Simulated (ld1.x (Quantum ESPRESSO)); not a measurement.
**ruthenium (Ru): one change to an RRKJ potential, before and after**

Ru, norm-conserving RRKJ (Kleinman–Bylander form), made with ld1.x (Quantum ESPRESSO) 7.5 (BLYP, scalar-relativistic). Core [Ar] 3d10, reference 4s2 4p6 4d7 5s0.5 5p0 (charge +0.5). Waves: 4p (bound): rc 1.55 bohr; 4d (bound): rc 1.85 bohr; 4s (bound): rc 1.05 bohr. Local part: the s channel. Core correction: none. rho0 = 0.02.

Occupied shells without a wave of their own: 5s. They enter only through the test configuration that unscreens the potential.

All-electron outer shells of the reference configuration (BLYP, scalar-relativistic, ld1.x):

```tsv
shell	level (eV)	outermost node (bohr)	outermost maximum (bohr)
3d	-276.62	–	0.30
4s	-79.84	0.48	0.92
4p	-49.87	0.49	0.98
4d	-8.64	0.48	1.21
5s	-7.33	1.23	2.66
5p	-3.44	1.40	3.55
```

Change: reference 4s2 4p6 4d6 5s0 5p0.

Cutoffs: the cutoffs (Ry, on a coarse ladder) from which the occupation-weighted sum of valence levels, in a spherical-Bessel basis at the reference potential, stays within 10 and 1 mRy of its value at 400 Ry; they do not see the model core or the augmentation charge, which bear on the density cutoff. Errors are all-electron minus pseudo energies relative to the spin-unpolarised reference configuration.

Question: What does the change do?

Answer: The potential gets neither clearly harder nor softer (120 Ry and 200 Ry → 120 Ry and 200 Ry); the range in which the s phases agree narrows (upper end 0.3 → -0.8); the range in which the p phases agree narrows (upper end 0.8 → -0.3); neither file shows a bound ghost.

| quantity | base | changed |
| --- | --- | --- |
| cutoff, loose | 120 Ry | 120 Ry |
| cutoff, tight | 200 Ry | 200 Ry |
| bound ghosts | none | none |
| largest miss of a reference level, eV | 0.07 | 0.00 |
| largest error over its own tests, meV | +114 | +164 |
| s: phases at 2.01 bohr within 0.05 rad from the reference energy up to (Ry; the scan ends near 5) | 0.3 | -0.8 |
| p: phases at 2.01 bohr within 0.05 rad from the reference energy up to (Ry; the scan ends near 5) | 0.8 | -0.3 |
| d: phases at 2.01 bohr within 0.05 rad from the reference energy up to (Ry; the scan ends near 5) | 4.4 | 3.2 |
